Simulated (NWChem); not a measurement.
System: InF₃; SMILES [F][In]([F])[F]

NWChem input:

```
start job
memory heap 200 mb stack 900 mb global 1100 mb
geometry units angstroms noautoz
  In    -0.000071    -0.000036     0.000017
  F     -1.659397    -1.048681     0.057032
  F     -0.012114     1.817501    -0.743726
  F      1.671532    -0.768856     0.686604
end
basis spherical
  * library def2-svp
end
ecp
  In library def2-ecp
end
dft
  xc hfexch
  iterations 150
end
driver
  maxiter 150
end
task dft optimize
```

Output (shortened):

```
             Northwest Computational Chemistry Package (NWChem) 7.3.0
             --------------------------------------------------------

 C3H symmetry detected

                             Geometry "geometry" -> ""
                             -------------------------

 Output coordinates in angstroms (scale by  1.889725989 to convert to a.u.)

  No.       Tag          Charge          X              Y              Z
 ---- ---------------- ---------- -------------- -------------- --------------
    1 In                  49.0000    -0.00000000    -0.00000000     0.00000000
    2 F                    9.0000    -0.83240080    -1.77867727     0.00000000
    3 F                    9.0000    -1.12417930     1.61021887     0.00000000
    4 F                    9.0000     1.95658010     0.16845840     0.00000000

 Effective nuclear repulsion energy (a.u.)     394.3047344309

      Symmetry information
      --------------------

 Group name             C3h
 Group number             22
 Group order               6
 No. of unique centers     2

                           NWChem Geometry Optimization
                           ----------------------------

 maximum gradient threshold         (gmax) =   0.000450
 rms gradient threshold             (grms) =   0.000300
 maximum cartesian step threshold   (xmax) =   0.001800
 rms cartesian step threshold       (xrms) =   0.001200
 fixed trust radius                (trust) =   0.300000
 source of zmatrix                         =

          -------------------
          Energy Minimization
          -------------------

 Using diagonal initial Hessian

          --------
          Step   0

                                 NWChem DFT Module
                                 -----------------

 Summary of "ao basis" -> "ao basis" (spherical)
 ------------------------------------------------------------------------------
       Tag                 Description            Shells   Functions and Types
 ---------------- ------------------------------  ------  ---------------------
 In                         def2-svp                10       26   4s4p2d
 F                          def2-svp                 6       14   3s2p1d

      Symmetry analysis of basis
      --------------------------

        a'         16
        e'+        16
        e'-        16
        a"          8
        e"+         6
        e"-         6

  Rotation of axis

            General Information
            -------------------
          SCF calculation type: DFT
          Wavefunction type:  closed shell.
          No. of atoms     :     4
          No. of electrons :    48
           Alpha electrons :    24
            Beta electrons :    24
          Charge           :     0
          Spin multiplicity:     1
          Use of symmetry is: on ; symmetry adaption is: on
          Maximum number of iterations: 150
          AO basis - number of functions:    68
                     number of shells:    28
          Convergence on energy requested:  1.00D-06
          Convergence on density requested:  1.00D-05
          Convergence on gradient requested:  5.00D-04

              XC Information
              --------------
                     Hartree-Fock (Exact) Exchange  1.000

      Superposition of Atomic Density Guess
      -------------------------------------

 Sum of atomic energies:        -515.92783600

      Non-variational initial energy
      ------------------------------

 Total energy =    -486.757438
 1-e energy   =   -1132.333208
 2-e energy   =     454.985360
 HOMO         =      -0.615950
 LUMO         =      -0.171027

      Symmetry analysis of molecular orbitals - initial
      -------------------------------------------------

  Numbering of irreducible representations:

     1 a'          2 e'+         3 e'-         4 a"          5 e"+
     6 e"-

  Orbital symmetries:

[...]

      ----------------------
      Optimization converged
      ----------------------

  Step       Energy      Delta E   Gmax     Grms     Xrms     Xmax
  ---- ---------------- -------- -------- -------- -------- --------
@    2    -487.33937370 -1.7D-05  0.00000  0.00000  0.00308  0.00613
                                     ok       ok

                         Geometry "geometry" -> "geometry"
                         ---------------------------------

 Output coordinates in angstroms (scale by  1.889725989 to convert to a.u.)

  No.       Tag          Charge          X              Y              Z
 ---- ---------------- ---------- -------------- -------------- --------------
    1 In                  49.0000    -0.00000000     0.00000000     0.00000000
    2 F                    9.0000    -0.81325430    -1.73776496     0.00000000
    3 F                    9.0000    -1.09832145     1.57318137     0.00000000
    4 F                    9.0000     1.91157576     0.16458359     0.00000000

 Effective nuclear repulsion energy (a.u.)     403.5878740211

      Symmetry information
      --------------------

 Group name             C3h
 Group number             22
 Group order               6
 No. of unique centers     2

 ==============================================================================
                                internuclear distances
 ------------------------------------------------------------------------------
       center one      |      center two      | atomic units |  angstroms
 ------------------------------------------------------------------------------
    2 F                |   1 In               |     3.62572  |     1.91865
    3 F                |   1 In               |     3.62572  |     1.91865
    4 F                |   1 In               |     3.62572  |     1.91865
 ------------------------------------------------------------------------------
                         number of included internuclear distances:          3
 ==============================================================================
```

Level: Hartree-Fock/def2-SVP with def2 effective core potentials on In. def2 effective core potentials on In; no spin-orbit coupling.
